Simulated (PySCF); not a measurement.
CBrF₃, charge +1, multiplicity 2. Atoms are numbered in the order given.

```xyz
5

F      1.4180     1.2381     0.0000
C      1.1728    -0.0012     0.0000
F      1.3820    -0.6271     1.0792
F      1.3820    -0.6271    -1.0792
Br    -1.2764     0.0043     0.0000
```
Charge +1, spin multiplicity 2.

Coordinates come from a B3LYP-D3(BJ)/def2-SVP optimisation. The multiplicity is an assumed one; other spin states were not compared.

The numbers are results of r2SCAN/def2-TZVP run with PySCF, not measurements.

ESP charges are fitted to the potential on shells at 1.4 to 2.0 van der Waals radii. Atomic charges (e):

```
atom  ESP fit  meta-Löwdin  Löwdin  Mulliken spin
----  -------  -----------  ------  -------------
F1       0.05        -0.09    0.40          -0.01
C2       0.43         0.92   -0.74          -0.03
F3       0.05        -0.10    0.40           0.00
F4       0.05        -0.10    0.40           0.00
Br5      0.42         0.37    0.55           1.04
```

Q: Give the Mayer and Wiberg (Löwdin basis) orders of the bonds. (An estimate is asked for; the answer gives what the named calculation found.)

A: 
| bond | Mayer | Wiberg |
|---|---|---|
| F1–C2 | 1.32 | 2.05 |
| C2–F3 | 1.31 | 2.05 |
| C2–F4 | 1.31 | 2.05 |
